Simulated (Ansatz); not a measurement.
CH$_{7}$AlGeO (SMILES C[O][AlH][GeH3]), singlet, at a GFN2-xTB geometry (such geometries of metal compounds can be far from the true shape), atoms displaced at random by about 0.08 Å a coordinate; Ansatz (a program for electronic structure) with R2SCAN/STO-3G, gradient.

The Ansatz input:
Ansatz 0.2 input:
```yaml
crystal:
  periodic: [false, false, false]
  atoms:
    - {symbol: Al, position_ang: [1.02580263, 0.13613969, -0.26961248]}
    - {symbol: Ge, position_ang: [-0.66071117, -0.03301013, 1.41625210]}
    - {symbol: H, position_ang: [-1.18459724, -1.43318385, 1.30426848]}
    - {symbol: H, position_ang: [-0.09050547, 0.25769093, 2.78625351]}
    - {symbol: H, position_ang: [-1.78092671, 0.91082397, 1.25426821]}
    - {symbol: H, position_ang: [2.42067510, 0.51187983, -0.20573259]}
    - {symbol: O, position_ang: [0.41434381, -0.02388877, -2.02067483]}
    - {symbol: C, position_ang: [0.11191953, -0.23432218, -3.19463604]}
    - {symbol: H, position_ang: [-0.05776699, -1.28378314, -3.52777278]}
    - {symbol: H, position_ang: [-0.78258192, 0.28646731, -3.39809945]}
    - {symbol: H, position_ang: [0.82006852, 0.37772341, -3.92237292]}
basis:
  gaussian:
    orbitals: STO-3G
hamiltonian:
  xc: r2scan
output: {forces: true}
```

Output, abridged:

```
Functional definition: r2SCAN
516 factors; integrals over basis functions are off by at most 5.5e-5 eV
mean field evaluation 1: about -65524.9476 eV, gradient 8.1e1 eV
mean field evaluation 2: about -65482.4697 eV, gradient 1.4e2 eV
mean field evaluation 4: about -65538.9554 eV, gradient 1.7e1 eV
mean field evaluation 8: about -65539.7787 eV, gradient 6.3e-2 eV
mean field -65539.77874393 eV, -2408.5424443819 hartree, gradient 8.3e-5 eV, S^2 0.000000; 0 other end points of the search recorded, 0 dependent functions left out
the calculation of the forces begins
reference -65539.77875172 eV, -2408.5424446680 hartree; 33, 33 occupied and 11, 11 virtual orbitals, 516 factors
Total energy: -65539.77875172 eV, -2408.5424446680 hartree
Atom 0 at     1.025803     0.136140    -0.269612 Å, force    -3.758316    -0.765907    -4.662791 eV/Å
Atom 1 at    -0.660711    -0.033010     1.416252 Å, force     0.025940    -0.168560     0.321404 eV/Å
Atom 2 at    -1.184597    -1.433184     1.304268 Å, force     0.492428     1.899210     0.512382 eV/Å
Atom 3 at    -0.090505     0.257691     2.786254 Å, force    -0.904535    -0.628180    -1.856629 eV/Å
Atom 4 at    -1.780927     0.910824     1.254268 Å, force     1.215634    -1.195187     0.184602 eV/Å
Atom 5 at     2.420675     0.511880    -0.205733 Å, force     1.242978     0.292180     0.152829 eV/Å
Atom 6 at     0.414344    -0.023889    -2.020675 Å, force     4.876560     1.420010    16.719203 eV/Å
Atom 7 at     0.111920    -0.234322    -3.194636 Å, force     0.145635     0.561064    -9.149713 eV/Å
Atom 8 at    -0.057767    -1.283783    -3.527773 Å, force     0.441669    -0.518441    -0.518051 eV/Å
Atom 9 at    -0.782582     0.286467    -3.398099 Å, force    -3.442988     0.906670    -1.518704 eV/Å
Atom 10 at     0.820069     0.377723    -3.922373 Å, force    -0.335006    -1.802858    -0.184532 eV/Å
Dipole moment:     0.151517    -0.039672     0.304648 e Å
```
